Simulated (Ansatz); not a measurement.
Basis-set series for H3NOS2W, SMILES `[NH2][W]([OH])(=[S])=[S]`. The species carries charge 0 and has multiplicity 1. W: def2 effective core potential. All single points use the PBE0-D4/def2-TZVP geometry. It is one conformer, not always the lowest.

| functional | basis | functions | energy (Eh) | HOMO (eV) | LUMO (eV) |
| --- | --- | --- | --- | --- | --- |
| PBE0-D4 | def2-TZVPP | 244 | -995.11925 | -7.15 | -2.56 |
| PBE0-D4 | def2-QZVPP | 425 | -995.15191 | -7.17 | -2.60 |
| ωB97M-V | def2-TZVPP | 244 | -995.35434 | -9.13 | -0.57 |
| ωB97M-V | def2-QZVPP | 425 | -995.38534 | -9.17 | -0.64 |

**Question.** Give the rows for def2-SVP. (Best estimate.)

**Answer.** The calculation gave: 
```
functional     basis  functions  energy (Eh)  HOMO (eV)  LUMO (eV)
   PBE0-D4  def2-SVP        111   -994.66026      -7.14      -2.53
   ωB97M-V  def2-SVP        111   -994.89211      -9.09      -0.50
```

Results of the Gaussian-basis code of Ansatz.
